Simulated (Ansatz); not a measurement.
Geometry optimisation, RKS PBE-D4/6-31G* (Ansatz 0.2.0).

Input file:

```yaml
crystal:
  periodic: [false, false, false]
  atoms:
    - { symbol: B, position_ang: [0.0, 0.0, 0.0] }
    - { symbol: H, position_ang: [0.0, 0.0, 1.54] }
    - { symbol: C, position_ang: [1.3856, 0.0, -0.8] }
    - { symbol: H, position_ang: [1.7152, -1.0462, -0.9702] }
    - { symbol: H, position_ang: [1.2491, 0.508, -1.7774] }
    - { symbol: H, position_ang: [2.1552, 0.5381, -0.2082] }
    - { symbol: O, position_ang: [-1.2211, 0.0, -0.705] }
    - { symbol: H, position_ang: [-1.7308, -0.8467, -0.4965] }
    - { symbol: F, position_ang: [0.0726, 1.5356, 0.5108] }
    - { symbol: H, position_ang: [0.041, 0.8666, 1.4996] }
basis:
  gaussian: { orbitals: "6-31G*" }
hamiltonian:
  xc: pbe
  dispersion: d4
relax:
  f_tol: 0.15
  max_steps: 25
  restrain:
    - { distance: [0, 8], at: 1.32, k: 30.0 }
    - { distance: [9, 1], at: 0.66, k: 30.0 }
    - { distance: [0, 1], at: 2.39, k: 30.0 }
    - { distance: [9, 8], at: 2.12, k: 30.0 }
```

Command:

```bash
$ ansatz run input.yaml --threads 1 --pin off --max-ram 2048MiB --backend cpu --events-out ev --progress --plain --runs-dir out
```

Where does it end, and by what steps?

It converged. The restraints hold the end off the free minimum. After 9 steps the energy has fallen by 3.376 eV (the restraints' own energy left out); B1 moved furthest, 0.67 Å.

| step | energy less start (eV) | largest force component (eV/Å) | accepted |
| --- | --- | --- | --- |
| 0 | 0.0000 | 3.307 | yes |
| 1 | -0.9882 | 5.219 | yes |
| 2 | -2.1599 | 3.461 | yes |
| 3 | -2.7214 | 2.115 | yes |
| 4 | -3.0438 | 1.039 | yes |
| 5 | -3.2327 | 1.553 | yes |
| 6 | -3.3249 | 1.392 | yes |
| 7 | -3.3596 | 1.555 | yes |
| 8 | -3.3745 | 1.603 | yes |
| 9 | -3.3757 | 1.604 | yes |

```xyz
10
Properties=species:S:1:pos:R:3
B -0.125 0.556 -0.360
H 0.147 0.001 1.959
C 1.272 -0.011 -0.838
H 1.288 -1.100 -1.018
H 1.564 0.481 -1.785
H 2.069 0.228 -0.112
O -1.319 -0.110 -0.456
H -1.181 -1.002 -0.827
F -0.203 1.802 0.118
H 0.156 0.711 1.912
```

Time of the run: 25 s on 1 thread of Arm Neoverse V2 (shared host), peak memory 0.15 GiB.
